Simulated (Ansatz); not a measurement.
`CO[SiH](O)[SiH3]` → `O[SiH3]` + `CO[SiH]` at 298.15 K and 1 bar (silylene formation by 1,1-elimination).

Computed with Ansatz on PBE0-D4/def2-TZVP structures; ΔE is electronic, products minus reactants. CCSD(T)/CBS adds triple-zeta CCSD(T) − MP2 to the extrapolated MP2 energy (def2 sets, frozen cores). Each species was taken in one conformer, which may not be the lowest.

```csv
species,CCSD(T)/CBS energy (Eh),H − E (kJ/mol),S (J/(mol·K))
`CO[SiH](O)[SiH3]`,-771.44542,264.3,390.3
`O[SiH3]`,-366.69042,113.6,257.8
`CO[SiH]`,-404.67988,143.4,279.5
```

H − E and S are ideal-gas, rigid-rotor, harmonic terms from PBE0-D4/def2-TZVP, for one conformer and one mirror image of each species. 1 Eh = 2625.50 kJ/mol, R = 8.31446 J/(mol·K).

Question: By hand: ΔE, ΔH, ΔS and ΔG.

Answer: ΔE = (-366.69042) + (-404.67988) − (-771.44542) = 0.07512 Eh = 197.2 kJ/mol. Δ(H − E) = 113.6 + 143.4 − 264.3 = -7.3, so ΔH = 189.9 kJ/mol. ΔS = 257.8 + 279.5 − 390.3 = 147.0 J/(mol·K). ΔG = 189.9 − 298.15 × (147.0)/1000 = 146.1 kJ/mol.

Question: By hand: the equilibrium constant, and the temperature at which ΔG would vanish if ΔH and ΔS stayed fixed.

Answer: log₁₀ K = −ΔG/(RT ln 10) = -25.6. ΔG = 0 at ΔH/ΔS = 1292 K.

The number of gas molecules changes by +1, which sets the sign of ΔS. A doubt of 5 kJ/mol in ΔE shifts log₁₀ K by 0.9 here. Other conformers and mirror images would add mixing entropy, several J/(mol·K) or more a flexible species. These are equilibria of isolated gas molecules and say nothing of rates. Largest T1 diagnostic: 0.015 (customary marks: 0.02 for closed shells, 0.045 for open ones).
